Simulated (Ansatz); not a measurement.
Stepwise reaction of `[F][Zr]([Cl])([Cl])[Cl]` with hydrogen fluoride, as a gas-phase model of exchange steps in deposition or etching. ΔE in kJ/mol; ΔG adds harmonic PBE0-D4 terms to CCSD(T)/CBS, at 1 bar.

Calculated with Ansatz (gas phase, PBE0-D4/def2-TZVP geometries, no zero-point term in ΔE). CCSD(T)/CBS adds triple-zeta CCSD(T) − MP2 to the extrapolated MP2 energy (def2 sets, frozen cores). This one scheme is used for every species. DFT in def2-TZVPP. B3LYP here is the variant with VWN-RPA as its local correlation; programs differ in this. Elements past krypton have def2 core potentials. For Zr outer-core shells are correlated without core-valence functions, which leaves a few kJ/mol of doubt a bond.

| step | reaction | PBE-D4 | B3LYP-D4 | ωB97M-V | CCSD(T)/CBS | ΔG(500 K) |
| --- | --- | --- | --- | --- | --- | --- |
| 1 | `[F][Zr]([Cl])([Cl])[Cl]` + H–F → `[F][Zr]([F])([Cl])[Cl]` + HCl | -21.0 | -20.9 | -23.0 | -12.1 | -20.1 |
| 2 | `[F][Zr]([F])([Cl])[Cl]` + H–F → `[F][Zr]([F])([F])[Cl]` + HCl | -21.5 | -21.6 | -22.8 | -13.5 | -18.0 |
| 3 | `[F][Zr]([F])([F])[Cl]` + H–F → `[F][Zr]([F])([F])[F]` + HCl | -21.6 | -22.0 | -22.2 | -14.3 | -14.8 |

(1) By hand: ΔE of the 3 steps together at CCSD(T)/CBS.

## Answers

(1) (-12.1) + (-13.5) + (-14.3) = -39.9 kJ/mol, or -13.3 kJ/mol a step.

In ΔE the steps differ by no more than 2.2 kJ/mol. All are downhill at CCSD(T)/CBS. ΔG lies between -20.1 and -14.8 kJ/mol a step. PBE-D4 differs from CCSD(T)/CBS by -8.9 to -7.3 kJ/mol a step. Isolated molecules leave out the surface, adducts and barriers. Largest T1 diagnostic: 0.018.
